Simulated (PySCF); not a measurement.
An unknown is described by computed data only.

Formula: C5H3F3O2S2.

* Polarisability: 102.5 au [wB97X-D/def2-SVPD]
* Dipole: 5.34 D [wB97X-D/def2-SVPD]
* Rotational structure: rotational constants A, B, C: 1.326, 0.550, 0.546 GHz [PBE0-D3(BJ)/def2-SVP]
* 1H NMR: chemical shifts (computed TMS as zero) by class: 8.00 (1 H), 7.89 (1 H), 7.29 (1 H) ppm [GIAO B3LYP/pcSseg-2]
* UV, first state: lowest singlet excitation: 5.38 eV (231 nm, f = 0.150) [TDDFT wB97X-D/def2-SVPD]
* 13C NMR: chemical shifts (computed TMS as zero) by class: 151.8 (1 C), 149.2 (1 C), 148.0 (1 C), 136.3 (1 C), 132.3 (1 C) ppm [GIAO B3LYP/pcSseg-2]

Gas-phase values; electronic properties from PySCF, density fitting. Levels stand in brackets. NMR shifts are as computed; neighbouring signals can stand in another order in a measured spectrum. One conformer (not necessarily the lowest) at the PBE0-D3(BJ)/def2-SVP geometry, without solvent, vibrations or thermal averaging. Each NMR value is the plain mean over a class of atoms that symmetry, rotation or inversion makes alike.

Q: Give a SMILES that accounts for the data.

A: Numbering: `[O:1]=[S:2](=[O:3])([c:4]1[cH:5][cH:6][cH:7][s:8]1)[C:9]([F:10])([F:11])[F:12]`. 5 carbons fall into 5 classes; from least to most shielded: aromatic CH next to a ring sulfur [C7] (151.8 ppm), aromatic CH carbon [C5] (149.2 ppm), substituted aromatic carbon [C4] (148.0 ppm), aromatic CH carbon [C6] (136.3 ppm), CF3 carbon [C9] (132.3 ppm). Hydrogen classes from least to most shielded: 1 H on an aromatic CH carbon, C5 (8.00 ppm), 1 H on an aromatic CH next to a ring sulfur, C7 (7.89 ppm), 1 H on an aromatic CH carbon, C6 (7.29 ppm). S1 is mainly HOMO→LUMO (weight 0.80); the largest Löwdin shares of the orbital it empties are 0.26 on the substituted aromatic carbon, 0.26 on the aromatic CH next to a ring sulfur, 0.21 on an aromatic CH carbon and 0.08 on an aromatic CH carbon, of the orbital it fills 0.19 on the aromatic CH next to a ring sulfur, 0.19 on the thiophene-type sulfur, 0.17 on the substituted aromatic carbon and 0.16 on an aromatic CH carbon. The optimised geometry has point group C1 and is an asymmetric top. Structure: `O=S(=O)(c1cccs1)C(F)(F)F`. The assignments are read from this structure; whether some other isomer fits the data as well wasn't checked.

Shape of the structure used: `[O:1]=[S:2](=[O:3])([c:4]1[cH:5][cH:6][cH:7][s:8]1)[C:9]([F:10])([F:11])[F:12]`: O1–S2–C4–C5 -19°, O1–S2–C9–F10 174°.
